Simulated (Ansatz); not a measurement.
CH2ClNSi, SMILES `ClC1=N[SiH2]1`, relaxed with RKS PBE0-D4/def2-TZVP in the Gaussian-basis code of Ansatz from a PBE-D4/def2-SVP geometry. The force threshold is 0.005 eV/Å; the program also tests the step.

Charge 0, multiplicity 1.

Start:

```xyz
6

Cl    1.715    0.963   -1.787
C     0.500    0.245   -0.787
N    -0.495   -0.500   -1.090
Si   -0.380   -0.167    0.732
H     0.054   -1.295    1.608
H    -1.395    0.754    1.324
```

```csv
step,energy (eV),largest force (eV/Å),largest move (Å)
1,-22949.4028,1.410,0.000
2,-22949.4398,0.649,0.019
3,-22949.4529,0.222,0.020
4,-22949.4536,0.092,0.005
5 (rejected),-22949.4534,0.093,0.009
6,-22949.4540,0.004,0.005
```

End:

```xyz
6

Cl    1.691    0.948   -1.776
C     0.503    0.249   -0.767
N    -0.483   -0.488   -1.063
Si   -0.387   -0.176    0.707
H     0.050   -1.274    1.589
H    -1.374    0.741    1.310
```

It took 20 s on 2 threads of a server CPU on a shared host, with 0.29 GiB of host memory at the peak.
